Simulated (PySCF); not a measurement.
Compound: 2-methyl-3-butenoic acid, C5H8O2.
Cartesian coordinates in Å at the PBE0-D3(BJ)/def2-SVP level; atoms count from 1:
```xyz
15
C5H8O2 angstrom
C      2.2850    0.1174    0.0423
C      1.0845   -0.2046   -0.4374
C     -0.2083   -0.0946    0.3279
C     -0.9186   -1.4424    0.4193
C     -1.0853    0.9102   -0.3949
O     -1.7467    0.6670   -1.3698
O     -1.0224    2.1296    0.1517
H      2.4075    0.5053    1.0586
H      3.1887    0.0036   -0.5619
H      0.9873   -0.5865   -1.4615
H      0.0066    0.3050    1.3304
H     -1.1872   -1.7974   -0.5861
H     -1.8454   -1.3645    1.0071
H     -0.2647   -2.1865    0.8957
H     -1.5758    2.7051   -0.3995
```

Theory: TDDFT CAM-B3LYP/def2-SVPD, vertical, gas phase, core orbitals frozen in the response in PySCF.

Ground-to-excited transition dipoles (e·a0, same axes as the geometry; the sign carries no meaning), for the states with f of 0.002 or more among the lowest 7:

```tsv
state	E (eV)	μx	μy	μz
S1	5.792	0.314	0.006	0.026
S2	7.067	-1.217	-0.144	-0.235
S3	7.426	0.153	-0.025	-0.016
S4	7.728	0.284	-0.625	0.315
S5	7.844	0.662	0.187	0.189
S6	7.910	-0.177	-0.108	0.030
S7	8.150	0.086	0.066	0.047
```

Problem. Work out the oscillator strengths.

Solution. f = (2/3) ΔE |μ|² with ΔE in hartree (27.2114 eV).

| state | \|μ\|² (au) | \|μ\| (D) | f |
| --- | --- | --- | --- |
| S1 | 0.099 | 0.80 | 0.014 |
| S2 | 1.557 | 3.17 | 0.269 |
| S3 | 0.024 | 0.40 | 0.004 |
| S4 | 0.571 | 1.92 | 0.108 |
| S5 | 0.509 | 1.81 | 0.098 |
| S6 | 0.044 | 0.53 | 0.009 |
| S7 | 0.014 | 0.30 | 0.003 |

Problem. Which bond between heavy atoms lies closest to the direction of the S2 transition dipole?

Solution. C1–C2, at 13° from it; next C2–C3 at 43°.

Problem. What angle do the transition dipoles of S2 and S4 make?

Solution. |cos θ| = |μa·μb| / (|μa| |μb|) = 0.35, so θ ≈ 70° (taken between 0 and 90°, since the signs are arbitrary).

Problem. How is the summed strength of these states shared among x, y and z?

Solution. (2/3) Σ ΔE μα² gives 0.382 for x, 0.088 for y and 0.036 for z, 0.505 in all.

Problem. What peak molar absorption coefficient would the strongest computed level give as a lone Gaussian band 0.4 eV wide at half height?

Solution. ε(max) = 2.175×10⁸ f / FWHM, with the width in cm⁻¹. S2: 2.175×10⁸ × 0.2695 / 3226 ≈ 18000 L mol⁻¹ cm⁻¹.

The vertical ionisation energy (ΔSCF) is 9.91 eV, 1.76 eV above S7.

One conformer stands for the species.
